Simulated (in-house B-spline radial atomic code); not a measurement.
Values are calculated unless marked as measured or tabulated.
# W ion on In atom: potential, deflection and energy transfer

The pair potential comes from two frozen, spherical free-atom densities (PBE, B-spline radial code, scalar-relativistic past argon): electrostatics plus the change in Thomas-Fermi kinetic and Dirac exchange energy where they overlap, the recipe behind the universal ZBL potential, which averages such potentials (from solid-state densities) over many pairs. It is written V = (Z1 Z2 e²/r) φ(r/a), with e² = 14.3996 eV·Å and a = 0.46850 Å/(Z1^0.23 + Z2^0.23); ZBL's fit is φ = 0.18175 e^(−3.1998x) + 0.50986 e^(−0.94229x) + 0.28022 e^(−0.4029x) + 0.02817 e^(−0.20162x). Where φ falls below 4e-4 it is continued as an exponential.

Masses 183.84 and 114.82 u.

```json
{"x = r/a": "0.1", "φ, this pair": "0.8823", "φ, ZBL": "0.8928"}
{"x = r/a": "0.5", "φ, this pair": "0.6013", "φ, ZBL": "0.6096"}
{"x = r/a": "1.5", "φ, this pair": "0.2914", "φ, ZBL": "0.2995"}
{"x = r/a": "3", "φ, this pair": "0.1246", "φ, ZBL": "0.1292"}
{"x = r/a": "5", "φ, this pair": "0.04966", "φ, ZBL": "0.05224"}
{"x = r/a": "8", "φ, this pair": "0.01638", "φ, ZBL": "0.01705"}
{"x = r/a": "12", "φ, this pair": "0.004645", "φ, ZBL": "0.00474"}
{"x = r/a": "17", "φ, this pair": "0.001233", "φ, ZBL": "0.001212"}
```

Question: At x = 3 the electrostatic, kinetic and exchange parts are 7008.73, 17438.93 and -667.54 eV. Find r, V and φ.

Answer: a = 0.46850/(2.6911 + 2.4476) = 0.09117 Å, so r = 0.27351 Å. V = 7008.73 + 17438.93 + (-667.54) = 23780.12 eV. The bare repulsion is 74 × 49 × 14.3996/0.27351 = 190900 eV, so φ = 0.1246, -3.6 % against ZBL's 0.1292. The kinetic (Pauli) term is 73 % of V here.

Question: The ion comes in at 149 keV with impact parameter 0.0456 Å. The scattering integral gives a centre-of-mass angle of 139.3° and a closest approach of 2.121 a. What are the reduced energy, the energy passed on and the laboratory angles?

Answer: ε = E a M2/(Z1 Z2 e² (M1 + M2)) = 149000 × 6.7130e-07 = 0.1. The most that one collision can pass on is γE with γ = 4 M1 M2/(M1 + M2)² = 0.9466. Here T = γE sin²(θ/2) = 0.9466 × 149000 × 0.8791 = 124000 eV. The ion turns by arctan(sin θ/(cos θ + M1/M2)) = 37.7°, and the struck atom leaves at (180° − θ)/2 = 20.3°. The closest approach is 0.193 Å. With ZBL the angle would be 139.86° and T = 124400 eV.
